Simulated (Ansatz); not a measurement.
F3GaH4OSi (`[F][Ga-]([F])([F])[OH+][SiH3]`). Total charge 0; spin multiplicity 1. The geometry is a stationary point of PBE0-D4/def2-TZVP. It is one conformer, not always the lowest.

```xyz
10

F    -1.764   -2.235    0.597
Ga   -1.328   -0.959   -0.505
F     0.034   -1.260   -1.575
F    -2.600    0.124   -1.029
O    -0.288    0.381    0.576
Si    1.384    0.644    0.303
H    -0.819    1.142    0.831
H     1.585    1.211   -1.043
H     2.023   -0.667    0.497
H     1.773    1.619    1.348
```

(1) What is the dipole moment at PBE/def2-TZVPP? (An estimate is asked.)

(2) And with r2SCAN, B3LYP, ωB97M-V? (Estimate.)

(3) Give the Mulliken charges with PBE, B3LYP, ωB97M-V in def2-TZVPP. (Estimate.)

## Answers

(1) Ansatz gave: 5.14 D, with components (2.90, 3.70, 2.07) D in this frame, pointing from negative to positive charge.

(2) Computed: r2SCAN 5.23 D, B3LYP 5.30 D, ωB97M-V 5.29 D.

(3) Ansatz gave: 
```
atom    PBE  B3LYP  ωB97M-V
  F1  -0.33  -0.38    -0.38
 Ga2   0.74   0.89     0.89
  F3  -0.35  -0.40    -0.40
  F4  -0.35  -0.39    -0.39
  O5  -0.20  -0.26    -0.27
 Si6   0.33   0.40     0.28
  H7   0.21   0.21     0.21
  H8  -0.01  -0.02     0.02
  H9   0.00  -0.01     0.03
 H10  -0.03  -0.04     0.00
```

B3LYP here is the variant with VWN-RPA as its local correlation; programs differ in this.
